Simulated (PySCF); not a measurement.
**Ionisation energy of Al⁺ by level of theory**

Al⁺ [Ne] 3s2 (1S) → Al²⁺ [Ne] 3s1 (2S), as a difference of total energies. All numbers are calculated (PySCF 2.14, scalar relativity by spin-free X2C-1e, in cc-pVDZ-DK). Correlated levels: valence: [Ne] frozen. The calculations carry no spin-orbit coupling.

```json
{"method": "UHF", "ionisation energy (eV)": "17.574", "error (eV)": "-1.255"}
{"method": "B3LYP", "ionisation energy (eV)": "18.973", "error (eV)": "+0.144"}
{"method": "MP2 (valence)", "ionisation energy (eV)": "18.254", "error (eV)": "-0.575"}
{"method": "SCS-MP2 (valence)", "ionisation energy (eV)": "18.390", "error (eV)": "-0.439"}
{"method": "CCSD (valence)", "ionisation energy (eV)": "18.619", "error (eV)": "-0.210"}
```

Reference: 18.829 eV (measured; NIST Atomic Spectra Database, ionization energies).

Errors of the correlated levels include the incompleteness of this basis and the frozen core.

With two correlated electrons CCSD is exact in that space.
